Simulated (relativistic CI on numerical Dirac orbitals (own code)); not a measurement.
Level scheme of Os56+

Method of calculation: Dirac-Coulomb-Breit CI, orbitals from a KLI potential per configuration, model QED (radiative potential, 1s self-energy scaled to tabulated hydrogen-like ionisation energies), unscaled Slater integrals (own radial code, finite nucleus).

Configuration list (outside the closed core [Ne]): 3s2.3p6.3d2, 3s2.3p5.3d3, 3s.3p6.3d3, 3s2.3p6.3d.4s, 3s2.3p6.3d.4p, 3s2.3p6.3d.4d, 3s2.3p5.3d2.4s, 3s2.3p6.3d.4f, 3s2.3p5.3d2.4p, 3s2.3p5.3d2.4d, 3s.3p6.3d2.4s, 3p6.3d3.4p, 3s2.3p6.4s2, 3s.3p6.3d2.4p, 3s2.3p6.4s.4p, 3s2.3p6.3d.5s, 3s2.3p6.3d.5d, 3s2.3p6.3d.5g, 3p6.3d4, 3p5.3d5, 3p5.3d4.4s, 3p6.3d3.4s, 3p5.3d3.4s2, 3s2.3p6.4p2, 3s2.3p5.4s.4p2, 3s2.3p6.4s.4d, 3s2.3p5.4s2.4d, 3s.3p6.3d.4s2, 3s.3p6.4s2.4p, 3s.3p6.4s2.4d. Double excitations out of closed p, d and f shells are left out; levels of such configurations are missing from the list, as are those of other unlisted configurations, and high levels can miss mixing partners. These lack a partner that the ground configuration has and come out too high: 3s2.3p5.3d2.4p, 3s2.3p5.3d2.4d.

The lowest level is 3s2.3p6.3d2 3F_2, with 73 % of that term; Hund's rules for 3s2.3p6.3d2 give 3F with J = 2, in agreement.

| No. | Configuration | Term | J | E (10³ cm⁻¹) | % | Landé g | Lifetime (s) |
| --- | --- | --- | --- | --- | --- | --- | --- |
| 1 | 3s2.3p6.3d2 | 3F | 2 | 0.0 | 73 | 0.761 |  |
| 2 | 3s2.3p6.3d2 | 3P | 0 | 202.1 | 69 |  | 4.34e-02 |
| 3 | 3s2.3p6.3d2 | 3F | 3 | 663.0 | 100 | 1.070 | 1.86e-07 |
| 4 | 3s2.3p6.3d2 | 3P | 2 | 752.5 | 49 | 1.164 | 3.80e-07 |
| 5 | 3s2.3p6.3d2 | 1G | 4 | 780.7 | 71 | 1.060 | 9.59e-05 |
| 6 | 3s2.3p6.3d2 | 3P | 1 | 794.5 | 100 | 1.489 | 3.40e-07 |
| 7 | 3s2.3p6.3d2 | 3F | 4 | 1395.9 | 71 | 1.164 | 1.40e-07 |
| 8 | 3s2.3p6.3d2 | 3P | 2 | 1467.7 | 47 | 1.203 | 1.32e-07 |
| 9 | 3s2.3p6.3d2 | 1S | 0 | 1679.7 | 69 |  | 8.81e-08 |
| 10 | 3s2.3p5.3d3 | 3D° | 2 | 2277.0 | 27 | 1.083 | 1.14e-10 |
| 11 | 3s2.3p5.3d3 | 5D° | 1 | 2320.5 | 28 | 1.004 | 8.56e-11 |
| 12 | 3s2.3p5.3d3 | 5D° | 0 | 2354.4 | 50 |  | 4.78e-09 |
| 13 | 3s2.3p5.3d3 | 3F° | 3 | 2367.3 | 25 | 1.049 | 3.00e-10 |
| 14 | 3s2.3p5.3d3 | 5F° | 3 | 2862.7 | 39 | 1.269 | 1.52e-10 |
| 15 | 3s2.3p5.3d3 | 5G° | 4 | 2911.2 | 35 | 1.189 | 2.67e-10 |
| 16 | 3s2.3p5.3d3 | 5S° | 2 | 2923.6 | 29 | 1.528 | 9.03e-11 |
| 17 | 3s2.3p5.3d3 | 5D° | 2 | 2948.5 | 41 | 1.097 | 6.17e-11 |
| 18 | 3s2.3p5.3d3 | 5D° | 1 | 2964.5 | 40 | 0.959 | 6.00e-11 |
| 19 | 3s2.3p5.3d3 | 3H° | 5 | 2981.2 | 31 | 1.145 | 1.03e-10 |
| 20 | 3s2.3p5.3d3 | 3H° | 6 | 2987.8 | 43 | 1.107 | 2.49e-02 |
| 21 | 3s2.3p5.3d3 | 3G° | 3 | 2989.2 | 43 | 1.030 | 1.20e-10 |
| 22 | 3s2.3p5.3d3 | 3P° | 0 | 2992.1 | 40 |  | 1.58e-10 |
| 23 | 3s2.3p5.3d3 | 3F° | 4 | 2997.7 | 30 | 1.080 | 1.04e-10 |
| 24 | 3s2.3p5.3d3 | 3G° | 4 | 3050.7 | 36 | 1.083 | 3.86e-10 |
| 25 | 3s2.3p5.3d3 | 3D° | 2 | 3066.6 | 33 | 1.202 | 1.77e-10 |
| 26 | 3s2.3p5.3d3 | 3G° | 3 | 3071.8 | 25 | 1.144 | 1.05e-10 |
| 27 | 3s2.3p5.3d3 | 3S° | 1 | 3073.3 | 33 | 1.639 | 4.75e-11 |
| 28 | 3s2.3p5.3d3 | 3G° | 5 | 3119.5 | 32 | 1.071 | 3.98e-10 |
| 29 | 3s2.3p5.3d3 | 3F° | 4 | 3219.3 | 38 | 1.227 | 5.94e-10 |
| 30 | 3s2.3p5.3d3 | 3P° | 2 | 3254.3 | 30 | 1.214 | 9.60e-12 |
| 31 | 3s2.3p5.3d3 | 3D° | 1 | 3327.5 | 40 | 0.783 | 9.40e-13 |
| 32 | 3s2.3p5.3d3 | 3D° | 3 | 3328.1 | 29 | 1.116 | 2.14e-12 |
| 33 | 3s2.3p5.3d3 | 3F° | 2 | 3354.5 | 49 | 0.836 | 8.02e-13 |
| 34 | 3s2.3p5.3d3 | 3G° | 3 | 3364.5 | 48 | 0.976 | 9.72e-13 |
| 35 | 3s2.3p5.3d3 | 5F° | 4 | 3553.0 | 30 | 1.227 | 4.88e-10 |
| 36 | 3s2.3p5.3d3 | 3D° | 1 | 3584.0 | 43 | 0.934 | 6.21e-13 |
| 37 | 3s2.3p5.3d3 | 5G° | 5 | 3589.9 | 42 | 1.205 | 6.99e-11 |
| 38 | 3s2.3p5.3d3 | 3D° | 2 | 3606.8 | 31 | 1.180 | 1.94e-10 |
| 39 | 3s2.3p5.3d3 | 5G° | 6 | 3620.9 | 51 | 1.177 | 2.03e-07 |
| 40 | 3s2.3p5.3d3 | 3G° | 3 | 3680.1 | 24 | 1.149 | 1.51e-11 |
| 41 | 3s2.3p5.3d3 | 3I° | 7 | 3682.8 | 100 | 1.130 | 5.27e-07 |
| 42 | 3s2.3p5.3d3 | 3G° | 5 | 3684.2 | 34 | 1.154 | 1.12e-10 |
| 43 | 3s2.3p5.3d3 | 3D° | 2 | 3692.4 | 32 | 1.357 | 1.16e-11 |
| 44 | 3s2.3p5.3d3 | 3P° | 1 | 3693.9 | 59 | 1.448 | 1.42e-11 |
| 45 | 3s2.3p5.3d3 | 3F° | 4 | 3696.6 | 34 | 1.189 | 4.47e-11 |
| 46 | 3s2.3p5.3d3 | 3D° | 3 | 3738.5 | 40 | 1.263 | 3.94e-11 |
| 47 | 3s2.3p5.3d3 | 3F° | 4 | 3779.6 | 45 | 1.141 | 5.11e-12 |
| 48 | 3s2.3p5.3d3 | 3H° | 6 | 3788.9 | 69 | 1.104 | 4.66e-07 |
| 49 | 3s2.3p5.3d3 | 3F° | 3 | 3789.1 | 43 | 1.230 | 1.19e-11 |
| 50 | 3s2.3p5.3d3 | 3D° | 1 | 3800.0 | 54 | 0.809 | 3.06e-11 |
| 51 | 3s2.3p5.3d3 | 3G° | 5 | 3802.2 | 69 | 1.130 | 7.30e-12 |
| 52 | 3s2.3p5.3d3 | 1G° | 4 | 3802.7 | 36 | 1.136 | 6.79e-12 |
| 53 | 3s2.3p5.3d3 | 3P° | 0 | 3841.6 | 78 |  | 2.04e-08 |
| 54 | 3s2.3p5.3d3 | 1D° | 2 | 3861.0 | 39 | 0.987 | 3.52e-11 |
| 55 | 3s2.3p5.3d3 | 3G° | 3 | 3903.7 | 26 | 1.145 | 2.49e-12 |
| 56 | 3s2.3p5.3d3 | 3F° | 4 | 3940.9 | 45 | 1.129 | 3.59e-12 |
| 57 | 3s2.3p5.3d3 | 1D° | 2 | 3977.5 | 28 | 1.182 | 1.43e-12 |
| 58 | 3s2.3p5.3d3 | 1H° | 5 | 4000.9 | 45 | 1.062 | 1.87e-12 |
| 59 | 3s2.3p5.3d3 | 3P° | 1 | 4017.3 | 38 | 1.143 | 1.18e-11 |
| 60 | 3s2.3p5.3d3 | 3F° | 3 | 4052.9 | 35 | 1.080 | 3.38e-12 |
| 61 | 3s2.3p5.3d3 | 3D° | 2 | 4060.4 | 49 | 1.231 | 8.35e-13 |
| 62 | 3s2.3p5.3d3 | 3S° | 1 | 4091.3 | 23 | 1.413 | 7.77e-13 |
| 63 | 3s2.3p5.3d3 | 3D° | 2 | 4091.3 | 39 | 1.095 | 4.75e-12 |
| 64 | 3s2.3p5.3d3 | 3F° | 3 | 4103.0 | 35 | 1.046 | 6.61e-13 |
| 65 | 3s2.3p5.3d3 | 1G° | 4 | 4115.1 | 39 | 1.052 | 6.72e-13 |
| 66 | 3s2.3p5.3d3 | 3D° | 2 | 4149.3 | 47 | 1.055 | 6.87e-13 |
| 67 | 3s2.3p5.3d3 | 3P° | 1 | 4185.8 | 44 | 1.099 | 6.60e-13 |
| 68 | 3s2.3p5.3d3 | 3P° | 0 | 4190.6 | 80 |  | 6.85e-13 |
| 69 | 3s2.3p5.3d3 | 1F° | 3 | 4196.1 | 37 | 1.111 | 6.53e-13 |
| 70 | 3s2.3p5.3d3 | 3H° | 6 | 4308.2 | 50 | 1.194 | 9.98e-08 |

Energies count from the lowest computed level; ° marks odd parity; lifetimes are radiative, by E1, M1, E2, M2, E3 decay to levels of this space only.

The mean weight of the leading LS term, summed over parents, in these 70 levels is 45 %, and that of the leading jj configuration (from the same eigenvectors) 97 %, so jj coupling describes them better and the LS labels are nominal.

At this charge energies of transitions that change n are usually good to better than 1 %, and those within a shell (Δn = 0) to a few per cent.

LS names give the leading component of a level, which can be under half, so a name can repeat, a term be missing and a line seem to break the LS rules.
